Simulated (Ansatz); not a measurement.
The same molecule with X = B, Al, Ga. Ansatz, PBE0-D4/def2-TZVP geometries, multiplicity 1.

Scalar relativity is left out up to krypton.

| X | molecule | mean X–H bond length / Å | mean X–Si bond length / Å | HOMO energy (B3LYP/def2-TZVPP) / eV | LUMO energy (ωB97M-V/def2-TZVPP) / eV | HOMO–LUMO gap (PBE0/def2-TZVPP) / eV |
| --- | --- | --- | --- | --- | --- | --- |
| Al | `C[Si](C)(F)[AlH2]` | 1.593 | 2.483 | -6.92 | -0.45 | 5.01 |
| Ga | `C[Si](C)(F)[GaH2]` | 1.577 | 2.426 | -6.98 | -0.36 | 5.09 |

Q: Give the row for X = B, `B[Si](C)(C)F`. (Estimate.)

A: The calculation gave: 
```csv
X,molecule,mean X–H bond length / Å,mean X–Si bond length / Å,HOMO energy (B3LYP/def2-TZVPP) / eV,LUMO energy (ωB97M-V/def2-TZVPP) / eV,HOMO–LUMO gap (PBE0/def2-TZVPP) / eV
B,`B[Si](C)(C)F`,1.197,2.010,-7.69,-0.45,5.49
```

From B to Ga the mean X–H bond length isn't monotonic: highest at Al, lowest at B; the mean X–Si bond length isn't monotonic: highest at Al, lowest at B; the HOMO energy (B3LYP/def2-TZVPP) isn't monotonic: highest at Al, lowest at B; the LUMO energy (ωB97M-V/def2-TZVPP) isn't monotonic: highest at Ga, lowest at B; the HOMO–LUMO gap (PBE0/def2-TZVPP) isn't monotonic: highest at B, lowest at Al.

B3LYP here is the variant with VWN-RPA as its local correlation; programs differ in this.
